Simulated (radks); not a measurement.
Charge is removed step by step from the 4p level of Br3+, starting from [Ar] 3d10 4s2 4p2. Method: scalar-relativistic Kohn-Sham, SCAN, spin-unpolarised, spherical densities, finite nucleus; meta-GGA in the generalised Kohn-Sham scheme; Fermi nuclear charge, rms radius 4.1629 fm; computed with a radial shooting solver on a logarithmic mesh with Libxc functionals.

| removed (e) | E - E(0) (eV) | eigenvalue (eV) | E minus straight line (eV) |
|---|---|---|---|
| 0 | 0.000 | -40.069 | 0.000 |
| 0.25 | 10.390 | -43.076 | -1.144 |
| 0.5 | 21.538 | -46.123 | -1.532 |
| 0.75 | 33.451 | -49.208 | -1.154 |
| 1 | 46.139 | -52.326 | 0.000 |

Removing the whole electron costs 46.139 eV by Delta-SCF, against 40.069 eV from minus the eigenvalue at the starting occupation. Slater's transition state (half an electron removed) gives 46.123 eV. Integrating minus the eigenvalue over the occupation (Janak's theorem) gives 46.148 eV. In this scalar-relativistic scheme the density is built from large components alone, so the theorem holds only approximately. The mean slope of the eigenvalue, de/dn, is 12.3 eV per electron. Ionisation energy of Br3+ in the NIST Atomic Spectra Database: 47.78 eV (measured).

Beside tabulated values, note that spin-unpolarised runs miss the spin-polarisation part of the exchange energy of open shells.
